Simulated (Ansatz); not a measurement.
`[GaH2][NH]B1CS1`, charge 0, multiplicity 1.

Q: Give a relaxed structure at PBE0-D4/def2-TZVP (the Gaussian-basis code of Ansatz). (Estimate.)

A: Ansatz gave: 
Cartesian coordinates in Å:
```
Ga 1.227 -1.557 -0.585
N 0.034 -0.902 0.670
B -0.585 0.342 0.599
C -0.743 1.638 -0.201
S -1.713 1.454 1.389
H 1.534 -0.620 -1.789
H 1.798 -2.981 -0.299
H -0.193 -1.478 1.468
H 0.008 2.422 -0.164
H -1.368 1.683 -1.089
```
Point group Cs.
This is one stationary point; other conformers may exist.
